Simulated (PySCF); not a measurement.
C3H5BO2, SMILES OB1C=COC1. Heavy atoms are numbered as in [OH:1][B:2]1[CH:3]=[CH:4][O:5][CH2:6]1. Hydrogens are named by the atom that carries them.

Coordinates come from a B3LYP-D3(BJ)/def2-SVP optimisation. The structure was generated by enumeration, and PubChem lists no compound with its InChIKey, so it may never have been made. Other conformers were not sampled.

All values below come from PBE/pcSseg-1 (PySCF).

GIAO shieldings, no solvent; atoms alike by connectivity are averaged. δ = σ(ref) − σ: ¹⁷O against H2O (σ = 334.3 ppm); ¹¹B against BF3 (σ = 83.9 ppm); ¹³C against TMS (σ = 182.0 ppm); ¹H against TMS (σ = 31.49 ppm), references at their B3LYP-D3(BJ)/def2-TZVP geometries, non-relativistic.

| atoms | nucleus | count | δ (ppm) |
|---|---|---|---|
| O5 | ¹⁷O | 1 | 204.4 |
| O1 (OH) | ¹⁷O | 1 | ___ |
| B2 | ¹¹B | 1 | 38.0 |
| C4 (CH) | ¹³C | 1 | ___ |
| C3 (CH) | ¹³C | 1 | ___ |
| C6 (CH2) | ¹³C | 1 | 70.1 |
| H on C4 | ¹H | 1 | ___ |
| H on C3 | ¹H | 1 | 5.41 |
| H on O1 | ¹H | 1 | 4.97 |
| H on C6 | ¹H | 2 | ___ |

Question: Complete the blanks. (An estimate is asked for; the answer gives what the named calculation found.)

Answer: 
- H on C6, δ (ppm): 3.99
- C3 (CH), δ (ppm): 106.1
- H on C4, δ (ppm): 8.05
- O1 (OH), δ (ppm): 150.8
- C4 (CH), δ (ppm): 187.2
